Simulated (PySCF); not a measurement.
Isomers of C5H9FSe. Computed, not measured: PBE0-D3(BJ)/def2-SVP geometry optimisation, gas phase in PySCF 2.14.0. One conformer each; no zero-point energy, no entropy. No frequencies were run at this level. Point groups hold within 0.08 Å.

Question: Rank from lowest to highest electronic energy at this level (kcal/mol).
A. `[CH3:1][CH2:2][C@@:3]1([F:4])[CH2:5][CH2:6][Se:7]1` with C1–C2–C3–F4 60°, C2–C3–C5–C6 130°, C3–C5–C6–Se7 -10°, C5–C6–Se7–C3 8°, C2–C3–Se7–C6 -130°
B. `[CH3:1][C@@H:2]1[CH2:3][Se:4][C@:5]1([CH3:6])[F:7]` with C1–C2–C3–Se4 -144°, C2–C3–Se4–C5 16°, C3–Se4–C5–C6 -139°, C1–C2–C5–Se4 145°

Answer: B (0.0), A (2.0).

Neighbours under 2.5 kcal/mol apart (C[C@@H]1C[Se][C@]1(C)F and CC[C@@]1(F)CC[Se]1) can change places with a better method, another conformer or zero-point energy.

```csv
SMILES,E (Eh),E rel (kcal/mol),dipole (D),point group,"A, B, C (MHz)"
C[C@@H]1C[Se][C@]1(C)F,-2696.22215,0.0,2.17,C1,"2566, 1516, 1185"
CC[C@@]1(F)CC[Se]1,-2696.21894,2.0,2.13,C1,"2575, 1495, 1192"
```

Q: How do the relative energies change in single points at CAM-B3LYP/def2-SVPD (no added dispersion term) on the same geometries?

A: 
| SMILES | PBE0-D3(BJ)/def2-SVP (kcal/mol) | CAM-B3LYP/def2-SVPD (kcal/mol) | shift |
| --- | --- | --- | --- |
| C[C@@H]1C[Se][C@]1(C)F | 0.0 | 0.0 | 0.0 |
| CC[C@@]1(F)CC[Se]1 | 2.0 | 1.6 | -0.4 |

Each column counts from its own lowest isomer. The order is unchanged; the largest shift is 0.4 kcal/mol.

Q: As an exercise, what shares would exp(−E/RT) give at 298.15 K from these electronic energies alone (no entropy, no degeneracies)?

A: RT = 0.592 kcal/mol: C[C@@H]1C[Se][C@]1(C)F 96.7 %, CC[C@@]1(F)CC[Se]1 3.3 %.
